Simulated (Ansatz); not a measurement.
Ansatz (an electronic-structure program) input:

Ansatz 0.2 input:
```yaml
crystal:
  periodic: [false, false, false]
  atoms:
    - {symbol: C, position_ang: [-1.04934839, -0.01000115, -0.04078540]}
    - {symbol: Si, position_ang: [0.75946497, 0.00723832, 0.02951840]}
    - {symbol: H, position_ang: [-1.40732725, -0.61205719, -0.89091039]}
    - {symbol: H, position_ang: [-1.45130815, 1.00896482, -0.15684383]}
    - {symbol: H, position_ang: [-1.47778377, -0.43823725, 0.87920906]}
basis:
  gaussian:
    orbitals: def2-TZVP
hamiltonian:
  xc: b3lyp
  dispersion: d3bj
total_charge: 1
phonons: {temperatures: {t_min: 298.15, t_max: 298.15, t_step: 100}}
```

**Question.** Predict the final energy.

**Answer.** -329.10485 Eh (B3LYP-D3(BJ)/def2-TZVP). The basis has 86 functions.
